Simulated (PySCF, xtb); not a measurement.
Relative energy of two structures of H6InNSi

We compare I, `N[SiH2][InH2]`, a singlet, with II, a singlet given by its coordinates. Both are isolated molecules in the gas phase, relaxed with PBE0-D3(BJ)/def2-SVP; the shapes shown needn't be the lowest conformers.

I (Å):

```yaml
atoms:
  - { symbol: In, position_ang: [0.4998, -1.8459, -0.2052] }
  - { symbol: N, position_ang: [1.4512, 0.1032, 2.5872] }
  - { symbol: Si, position_ang: [2.1819, -0.3624, 1.0757] }
  - { symbol: H, position_ang: [1.0034, -0.6123, 3.1493] }
  - { symbol: H, position_ang: [1.9330, 0.7670, 3.1856] }
  - { symbol: H, position_ang: [2.4831, 0.8972, 0.3222] }
  - { symbol: H, position_ang: [3.5058, -1.0815, 1.1761] }
  - { symbol: H, position_ang: [0.5442, -2.0493, -1.9318] }
  - { symbol: H, position_ang: [-0.7500, -2.7006, 0.6594] }
```

II (Å):

```xyz
9

In    0.6124   -1.6570    0.0082
N     1.2346   -0.2441    2.0658
Si    2.6426   -0.4857    0.9262
H     1.2929   -0.6653    2.9903
H     0.8550    0.6956    2.1566
H     3.1412    0.8633    0.5053
H     3.7452   -1.1492    1.6936
H    -0.5241   -0.6929   -0.8683
H     0.2704   -3.2375    0.6187
```

Close contacts (Å): In1–N2 2.57, In1–Si3 2.52, N2–Si3 1.83, In1–H8 1.73, In1–H9 1.73, N2–H4 1.02, N2–H5 1.02, Si3–H6 1.50, Si3–H7 1.50.

**Question.** Estimate E(II) − E(I) at the level CCSD(T)/def2-SVP + ΔMP2/def2-TZVPP.

**Answer.** Calculated at CCSD(T)/def2-SVP + ΔMP2/def2-TZVPP: E(II) − E(I) = +18.9 kJ/mol, so structure I lies lower.

How the difference moves with the method:

```tsv
level	geometry	E(II) − E(I) (kJ/mol)	departure from the last row (kJ/mol)	job, with rough time for the two
PBE0-D3(BJ)/def2-SVP	PBE0-D3(BJ)/def2-SVP	+10.0	−8.9	optimisation, 94 s
HF/def2-SVP	PBE0-D3(BJ)/def2-SVP	+29.3	+10.4	part of the CCSD(T) run
MP2/def2-SVP	PBE0-D3(BJ)/def2-SVP	+8.4	−10.5	part of the CCSD(T) run
CCSD(T)/def2-SVP	PBE0-D3(BJ)/def2-SVP	+7.6	−11.3	single point
CCSD(T)/def2-SVP + ΔMP2/def2-TZVPP	PBE0-D3(BJ)/def2-SVP	+18.9		single point, 54 s
```

None of the levels shown reverses the order. The largest departure from CCSD(T)/def2-SVP + ΔMP2/def2-TZVPP is that of CCSD(T)/def2-SVP, 11.3 kJ/mol. No reliable frequencies are at hand for II, so it isn't confirmed as a minimum. Levels run at GFN2-xTB geometries aren't shown. The last row adds to CCSD(T) the change of the MP2 difference between the two basis sets, here +11.3 kJ/mol.

The correlated steps freeze 10 core orbitals; the filled d shell of In is correlated, in a basis made for valence electrons. Atoms past krypton carry core potentials in the def2 sets and no spin–orbit term is included. Codes used: PySCF 2.14.0, xtb 6.7.1; the last row on 2 threads of AMD EPYC 7B13 (Zen 3) on a shared host.
